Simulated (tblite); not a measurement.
hydrogen cyanide (CHN), singlet, geometry from GFN2-xTB; GFN1-xTB run with tblite.

tblite was given this input:
```
$ tblite run mol.xyz --method gfn1 --charge 0 --spin 0 --guess eeq --json tblite.json --no-restart

# file mol.xyz
3

C     -0.00000000    -0.00000000    -0.49321914
N      0.00000000     0.00000000     0.64442884
H     -0.00000000    -0.00000000    -1.55168705
```

The log (banner, timings and long lists left out):

```
xTB calculator
 | screened Coulomb repulsion
 | Coulomb electrostatics
 |  * isotropic Klopman-Ohno-Mataga-Nishimoto electrostatics
 |  * onsite third-order electrostatics
 | DFT-D3(BJ) dispersion correction

halogen bonding energy    0.0000000000000E+00 Eh
repulsion energy          1.2507787435029E-01 Eh
dispersion energy        -3.1626402943255E-04 Eh
number of electrons       1.0000000000000E+01 e
integral cutoff           1.9731147476801E+01 bohr

------------------------------------------------------------
  cycle        total energy    energy error   density error
------------------------------------------------------------
      1     -5.780370473028  -5.9051321E+00   5.6196210E-01
      2     -5.782279369185  -1.9088962E-03   3.2805022E-01
      3     -5.781837072129   4.4229706E-04   5.2959291E-02
      4     -5.782602323246  -7.6525112E-04   1.1555305E-02
      5     -5.782633795515  -3.1472269E-05   2.2034690E-04
      6     -5.782633815091  -1.9576339E-08   1.6898900E-05
------------------------------------------------------------

electronic energy        -5.9073954254122E+00 Eh
total energy             -5.7826338150913E+00 Eh

Post processing:
 | Mayer-Wiberg bond orders

[Info] JSON dump of results written to 'tblite.json'
```
